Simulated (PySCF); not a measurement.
Ga(OH)2(SeH) (GaH3O2Se), SMILES [OH][Ga]([OH])[SeH].

Coordinates come from a PBE0-D3(BJ)/def2-SVP optimisation. The values are those of a single conformer.

Two levels are set side by side: PBE/def2-TZVP (PySCF) and B3LYP/def2-TZVP (PySCF). Same geometry, gas phase. Differences are taken from unrounded values.

```csv
quantity,B3LYP
orbital gap (eV),5.96
highest occupied level (eV),-7.23
lowest empty level (eV),-1.27
dipole moment (D),0.98
mean polarisability (bohr³),59.8
```

Question: What does PBE give, and how far is it from B3LYP? (An estimate is asked for; the answer gives what the named calculation found.)

Answer: 
```tsv
quantity	PBE	PBE minus B3LYP
orbital gap (eV)	4.45	-1.51
highest occupied level (eV)	-6.28	0.95
lowest empty level (eV)	-1.83	-0.56
dipole moment (D)	0.90	-0.08
mean polarisability (bohr³)	62.1	2.4
```

Without exact exchange PBE keeps part of each electron's self-repulsion, which lifts occupied levels and narrows the gap. Loosely held outer electrons make PBE densities more polarisable. Differences between two approximate levels are no errors against the true value.

Rough cost on one machine, each run with all the roots and properties that it gave: B3LYP against PBE within a factor of 2.
